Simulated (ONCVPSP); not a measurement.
**Logarithmic derivatives: beryllium (Be), ONCV**

ONCVPSP 4.0.1 input, shortened (lines: element, Z, core and valence counts, functional; n l f; lmax; l rc ep ncon nbas qcut; lloc lpopt rc5 dvloc0; l nproj debl; icmod fcfact rcfact), PBE, non-relativistic:

```
  Be 4.00    1    1        4      upf
    1    0    2.00
    2    0    2.00
    2
    0    2.35    0.00    4    6    2.90
    1    1.85    0.21    4    8    4.70
    2    2.45    0.34    4    8    3.40
    4    5    1.65    2.00
    0    1    3.20
    1    1    1.80
    2    2    0.70
    3    3.75    1.45
```

In the p channel the program set the typed energies aside and used 0.050 Ha.

The phase is arctan(r·R′/R) of the radial function R(r), unwrapped; energies in Ha, scanned from -2 to 5 Ha. A pole is an energy at which the radial function vanishes at the test radius. The pseudo phase is shifted by a multiple of π to meet the all-electron one at the reference energy, and phase errors are pseudo minus all-electron; the curves can meet again beyond the range given. Levels narrower than the energy grid can be missing from the lists of poles.

```
channel  radius (bohr)  reference energy (Ha)  poles, all-electron  poles, pseudo  unbroken range about the reference energy with phases within 0.05 rad  phase error 1 Ha above the reference energy (rad)
      s           2.39                  -0.21           0.55, 4.21     0.52, 3.24                                                              below 1.0                                             -0.022
      p           1.88                   0.05                 1.15           1.21                                                              below 1.7                                             +0.013
      d           2.49                   0.34                 1.84           1.84                                                              below 3.2                                             +0.000
```

Phases in the s channel:

```
E (Ha)  all-electron  pseudo
 -1.98         1.263   1.262
 -1.62         1.204   1.204
 -1.26         1.101   1.100
 -0.90         0.873   0.871
 -0.54         0.137   0.134
 -0.18        -1.001  -1.001
  0.18        -1.397  -1.400
  0.54        -1.568  -1.577
  0.90        -1.693  -1.724
  1.26        -1.849  -1.975
  1.62        -2.197  -3.103
  1.98        -3.416  -4.286
  2.34        -4.242  -4.525
  2.70        -4.466  -4.624
  3.06        -4.567  -4.686
  3.42        -4.627  -4.737
  3.78        -4.670  -4.787
  4.14        -4.706  -4.847
  4.50        -4.740  -4.942
  4.86        -4.775  -5.157
```
